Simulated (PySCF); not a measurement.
C7H3ClOS.
SMILES with atom numbers: `[CH:1]#[C:2][c:3]1[cH:4][s:5][c:6]([C:7](=[O:8])[Cl:9])[cH:10]1`

Probes without a nucleus sit at each ring's centroid and 1 Å off its mean plane on both sides; NICS is minus the shielding there, NICSzz its component along the normal. Level: GIAO PBE0/pcSseg-1 (PySCF, non-relativistic, gas phase) on the GFN2-xTB geometry, one conformer.

Ring bond lengths (Å), with Mayer bond orders in brackets: C3–C4 1.377 (1.47), C4–S5 1.703 (1.24), S5–C6 1.743 (1.15), C6–C10 1.374 (1.45), C10–C3 1.410 (1.28).

Question: Give the NICS values of each ring in ppm.

Answer: 
```json
{"ring": "C3–C4–S5–C6–C10", "type": "5-membered ring with S; formal bonds all aromatic", "NICS(0)": "-12.0", "NICS(1), two faces": "-10.8 / -10.8", "NICS(1)zz, two faces": "-22.9 / -22.9", "rms pucker (Å)": "0.00", "centre to ring atoms, mean (Å)": "1.29"}
```

Question: What do they say, and how far can they be read as aromaticity?

Answer: 
- C3–C4–S5–C6–C10: mean NICS(1)zz -22.9 ppm, shielded. For a flat ring without four-coordinate atoms the NICS criterion counts such a value as aromatic.

Question: And the bond-length index? Use HOMA with the parameters of Krygowski (1993).

Answer: 
- C3–C4–S5–C6–C10: HOMA 0.86; the largest term is that of S5–C6, α(R − Ropt)² = 0.41. The geometric and the magnetic index point the same way.

Question: What field does 14.1 T along the ring normal induce along that normal at the first NICS(1) probe listed for ring C3–C4–S5–C6–C10, 1 Å off the ring?

Answer: NICSzz × B0 = -22.9 ppm × 14.1 T = -323 μT, against the applied field.

Conformer computed: `[CH:1]#[C:2][c:3]1[cH:4][s:5][c:6]([C:7](=[O:8])[Cl:9])[cH:10]1`: S5–C6–C7–O8 0°.
